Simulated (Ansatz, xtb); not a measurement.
**Two isomers of C4H8O3Si**

Structure X is `O=C(O)[C@H]1C[Si@H](O)C1`, a singlet and structure Y is `C=C[SiH]1OCOCO1`, a singlet. Both are isolated molecules in the gas phase, relaxed with PBE0-D3(BJ)/def2-SVP, each in the lowest conformer that the search found.

Estimate E(Y) − E(X) at the level CCSD(T)/def2-SVP + ΔMP2/def2-TZVPP.

Calculated at CCSD(T)/def2-SVP + ΔMP2/def2-TZVPP: E(Y) − E(X) = +22.9 kJ/mol, so structure X lies lower.

Level by level:

```
                             level              geometry  E(Y) − E(X) (kJ/mol)  departure from the last row (kJ/mol)  job, with rough time for the two
              PBE0-D3(BJ)/def2-SVP  PBE0-D3(BJ)/def2-SVP                   +49.6                                 +26.7                optimisation, 51 s
                       HF/def2-SVP  PBE0-D3(BJ)/def2-SVP                    −7.7                                 −30.6           part of the CCSD(T) run
                      MP2/def2-SVP  PBE0-D3(BJ)/def2-SVP                   +56.8                                 +33.9           part of the CCSD(T) run
                  CCSD(T)/def2-SVP  PBE0-D3(BJ)/def2-SVP                   +35.8                                 +12.9                      single point
CCSD(T)/def2-SVP + ΔMP2/def2-TZVPP  PBE0-D3(BJ)/def2-SVP                   +22.9                                                      single point, 38 s
```

As drawn, Y has 1 C=C, 1 O–Si, 3 C–O, 2 C–H in place of 1 C=O, 3 C–C, 1 C–Si, 2 O–H. Structure X has a 4-membered ring, Y a 6-membered ring.

HF/def2-SVP puts the two in the other order. The largest departure from CCSD(T)/def2-SVP + ΔMP2/def2-TZVPP is that of MP2/def2-SVP, 33.9 kJ/mol. Levels run at GFN2-xTB geometries aren't shown. The last row adds to CCSD(T) the change of the MP2 difference between the two basis sets, here −12.9 kJ/mol, a large step that makes the value less sure.

With thermal terms from frequencies at re-optimised GFN2-xTB minima (ideal gas, soft modes damped towards free rotors, one conformer each, 298.15 K, 1 atm): the zero-point term adds +1.6 kJ/mol; ΔH is +23.8 and ΔG +24.2 kJ/mol.

The correlated steps freeze 12 core orbitals. Mirror images aren't counted in ΔG. Codes used: Ansatz 0.2.0, xtb 6.7.1; the last row on 4 threads of AMD EPYC 9R45 96-Core Processor (Zen 5) on a shared host.
